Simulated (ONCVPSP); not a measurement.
## Ir, ONCV: configuration errors across variants

ONCVPSP 4.0.1 input, shortened (lines: element, Z, core and valence counts, functional; n l f; lmax; l rc ep ncon nbas qcut; lloc lpopt rc5 dvloc0; l nproj debl; icmod fcfact rcfact), LDA (Perdew-Wang 92), scalar-relativistic:

```
  Ir 77.00    9    5  -001012      upf
    1    0    2.00
    2    0    2.00
    2    1    6.00
    3    0    2.00
    3    1    6.00
    3    2   10.00
    4    0    2.00
    4    1    6.00
    4    2   10.00
    4    3   14.00
    5    0    2.00
    5    1    6.00
    5    2    7.00
    6    0    2.00
    3
    0    1.60    0.00    5   10    9.00
    1    1.50    0.00    3    6   11.30
    2    1.60    0.00    5    8    5.90
    3    0.65    0.00    3    8   22.50
    4    5    0.45    0.00
    0    2    1.50
    1    1    3.10
    2    1    2.20
    3    2    2.90
    0    0.00    0.00
```

All-electron excitation energies from the reference (eV): (1) 4f14 5s2 5p6 5d7 6s1 10.177; (2) 4f14 5s2 5p6 5d7 6s0 28.020; (3) 4f14 5s2 5p6 5d6 6s0 58.865; (4) 4f14 5s2 5p6 5d7.5 6s1.5 -0.261.

2 further variants failed, have other tests or too few solved ones, and are left out.

A true bound ghost makes a file unfit for plane-wave use even where its test errors are small: the radial tests pick states by their node count and pass the ghost by.

Errors AE − PS in meV (a dash: test not solved or not reliable):

```tsv
change	(1)	(2)	(3)	(4)	bound ghosts	GHOST(+) flags above zero
base	-3.8	-12	-14	-1.8	s, p, d	s
all radii scaled by about 0.95 (s 1.52, p 1.44, d 1.52, f 0.62 bohr); local potential polynomial inside 0.42 bohr (lpopt 5, dvloc0 0 Ha)	-3.5	-10	-12	-1.7	s, p, d	none
all radii scaled by about 1.04 (s 1.66, p 1.56, d 1.66, f 0.68 bohr); local potential polynomial inside 0.46 bohr (lpopt 5, dvloc0 0 Ha)	-3.9	-12	-15	-1.9	s, p, d	s
all radii scaled by about 1.21 (s 1.94, p 1.82, d 1.94, f 0.80 bohr); local potential polynomial inside 0.54 bohr (lpopt 5, dvloc0 0 Ha)	-4.4	-15	-22	-2.3	s, p, d	s
all radii scaled by about 1.31 (s 2.10, p 1.96, d 2.10, f 0.86 bohr); local potential polynomial inside 0.60 bohr (lpopt 5, dvloc0 0 Ha)	-4.1	-12	+20	-1.0	s, p	d
```

Task: Give the same row for: all radii scaled by about 1.11 (s 1.78, p 1.68, d 1.78, f 0.72 bohr); local potential polynomial inside 0.50 bohr (lpopt 5, dvloc0 0 Ha).

Result: -4.1, -13, -17, -2.0; bound ghosts: s, p, d; GHOST(+) flags above zero: s.
